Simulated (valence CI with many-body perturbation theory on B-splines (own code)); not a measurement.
**Sc¹⁵⁺: electric-dipole lines**

Method: relativistic CI+MBPT: four valence electrons over a frozen Dirac-Fock core [He], radial functions for each j: 11 s, 11 p, 10 d, 8 f, 5 g, 2 h, with the one-electron correlation potential Σ1, the two-electron term Σ2, the three-electron term Σ3, Breit, model QED; selected CI, second order for the rest, scaled by the run's own slope (own B-spline code, finite nucleus).

No measured levels were compared; by estimate levels of excited configurations hold to 0.05 to 0.15 % of their energy, terms of the ground configuration to about 0.5 %. Among the levels kept, up to 890 cm⁻¹ of a level comes from second order outside the variational space, and about a tenth of that is noise between levels of different J, which matters for small intervals.

Lines 1 to 50 of 570 in falling wavelength, among levels below 722.22 eV, chosen from the strongest by gf and those to the six lowest levels. Wavelengths and rates use the calculated energies, so an error of 400 cm⁻¹ moves a line at 99.05 nm by 0.4 % and its rate by three times that or more. Electric multipoles are in the length gauge, E1 and E2 with the static RPA response of the core. Weak lines are less certain than strong ones. Lines between different terms over intervals too small for the method are left out, as are lines whose strength nearly cancels. Where a level lies close to another of its J and parity, the split of strength between their lines is uncertain. The highest levels of a list are the least certain.

Names give the largest LS component (configuration and term), which can be under half, so a name can repeat, a term be missing and a line seem to break the LS rules; names also repeat where a configuration has a term twice. Letters in brackets count levels of one name in rising energy.

```
λ vac (nm)              Upper              Lower   A (s⁻¹)  log gf  Branch %
     99.05         2p³3p ³P_1        2p³3s ³S°_1  2.45e+08   -0.97       0.0
     97.72         2p³3p ¹P_1        2p³3s ¹D°_2  2.10e+08   -1.05       0.0
     95.94         2p³3p ³P_2        2p³3s ³S°_1  2.52e+08   -0.76       0.0
     91.38  2s2p²3p ¹D°_2 [a]       2s2p²3s ¹D_2  2.27e+08   -0.85       0.0
     87.26         2p³3p ¹F_3        2p³3s ¹D°_2  5.32e+08   -0.37       0.1
     81.52         2p³3p ³D_2        2p³3s ³D°_2  4.99e+08   -0.60       0.0
     80.85      2s2p²3p ¹F°_3       2s2p²3s ¹D_2  5.19e+08   -0.45       0.0
     80.59         2p³3p ³D_3        2p³3s ³D°_3  6.01e+08   -0.39       0.1
     79.98       2s2p²3d ⁵P_3      2s2p²3p ⁵S°_2  1.97e+08   -0.88       0.0
     79.37  2s2p²3p ³D°_3 [a]   2s2p²3s ³P_2 [a]  5.31e+08   -0.45       0.0
     78.20  2s2p²3p ¹P°_1 [b]       2s2p²3s ¹S_0  4.21e+08   -0.94       0.0
     78.03  2s2p²3p ³D°_2 [a]   2s2p²3s ³P_1 [a]  5.24e+08   -0.62       0.0
     77.58       2s²2p3p ³D_1      2s²2p3s ³P°_1  3.96e+08   -0.97       2.0
     77.17  2s2p²3p ³D°_1 [a]   2s2p²3s ³P_0 [a]  3.71e+08   -1.00       0.0
     75.81       2s²2p3p ³P_1      2s²2p3s ¹P°_1  4.09e+08   -0.98       0.6
     75.77       2s2p²3d ⁵P_2      2s2p²3p ⁵S°_2  3.43e+08   -0.83       0.0
     73.93       2s2p²3d ⁵P_1      2s2p²3p ⁵S°_2  3.66e+08   -1.05       0.0
     73.88         2p³3p ³F_2        2p³3s ³D°_1  9.50e+08   -0.41       0.1
     73.81  2s2p²3p ¹P°_1 [a]       2s2p²3s ¹D_2  5.34e+08   -0.88       0.0
     73.64   2s2p²3d ³F_4 [b]  2s2p²3p ³D°_3 [b]  3.68e+08   -0.57       0.0
     73.51         2p³3p ⁵P_1        2p³3s ⁵S°_2  9.20e+08   -0.65       0.1
     72.38  2s2p²3p ³P°_1 [a]   2s2p²3s ³P_2 [a]  4.72e+08   -0.95       0.0
     72.04         2p³3p ⁵P_2        2p³3s ⁵S°_2  9.63e+08   -0.43       0.1
     71.95      2s2p²3p ⁵D°_2       2s2p²3s ⁵P_2  3.32e+08   -0.89      10.1
     71.45   2s2p²3d ³F_3 [b]  2s2p²3p ³D°_2 [b]  4.31e+08   -0.64       0.0
     71.23        2p³3d ⁵D°_3         2p³3p ⁵P_3  2.95e+08   -0.80       0.8
     71.15       2s2p²3d ⁵F_2      2s2p²3p ⁵D°_2  2.42e+08   -1.04       0.3
     71.14       2s2p²3d ⁵F_5      2s2p²3p ⁵D°_4  7.92e+08   -0.18      99.7
     71.11         2p³3p ³F_4        2p³3s ³D°_3  1.16e+09   -0.10       0.1
     70.97         2p³3p ³F_3        2p³3s ³D°_2  1.05e+09   -0.26       0.1
     70.75        2p³3d ⁵D°_4         2p³3p ⁵P_3  9.12e+08   -0.21       3.0
     70.17      2s2p²3p ³F°_2       2s2p²3s ³D_1  5.10e+08   -0.73       0.1
     69.94  2s2p²3p ³P°_2 [a]   2s2p²3s ³P_2 [a]  7.61e+08   -0.55       0.0
     69.93      2s2p²3p ⁵D°_1       2s2p²3s ⁵P_1  6.68e+08   -0.83       0.1
     69.72      2s2p²3p ⁵P°_2       2s2p²3s ⁵P_3  3.23e+08   -0.93       0.4
     69.63   2s2p²3d ³F_2 [b]  2s2p²3p ³D°_1 [b]  4.03e+08   -0.83       0.0
     69.46       2s2p²3d ⁵F_4      2s2p²3p ⁵D°_3  8.17e+08   -0.27       3.2
     69.29   2s2p²3d ³F_4 [b]      2s2p²3p ¹F°_3  1.36e+08   -1.05       0.0
     69.28  2s2p²3p ³D°_3 [c]   2s2p²3s ³P_2 [b]  8.33e+08   -0.38       0.1
     68.67   2s2p²3d ³D_3 [b]  2s2p²3p ³D°_3 [b]  2.91e+08   -0.84       0.0
     68.57         2p³3p ⁵P_3        2p³3s ⁵S°_2  1.17e+09   -0.24       0.1
     67.99   2s2p²3d ³F_4 [c]  2s2p²3p ³D°_3 [c]  7.81e+08   -0.31       0.0
     67.93        2p³3d ⁵D°_2         2p³3p ⁵P_2  5.81e+08   -0.70       1.1
     67.83        2p³3d ⁵D°_3         2p³3p ⁵P_2  6.85e+08   -0.48       1.9
     67.75       2s2p²3d ⁵F_3      2s2p²3p ⁵D°_2  7.89e+08   -0.42       0.4
     67.61       2s2p²3d ³G_5      2s2p²3p ³F°_4  9.65e+08   -0.14      32.5
     67.52   2s2p²3d ³D_3 [c]  2s2p²3p ³D°_2 [c]  8.60e+08   -0.39       0.0
     67.24   2s2p²3d ³D_3 [d]  2s2p²3p ³P°_2 [c]  8.32e+08   -0.40       0.0
     67.20       2s2p²3d ⁵D_2      2s2p²3p ⁵P°_2  4.12e+08   -0.86       0.0
     67.05   2s2p²3d ³P_2 [b]  2s2p²3p ³P°_2 [b]  4.32e+08   -0.84       0.0
```

(1) How does gf follow from A for the line at 67.61 nm?

Results:

(1) gf = 1.4992 × (2J+1)_upper × A / σ², with σ = 147904 cm⁻¹ and 2J+1 = 11: gf = 0.728.
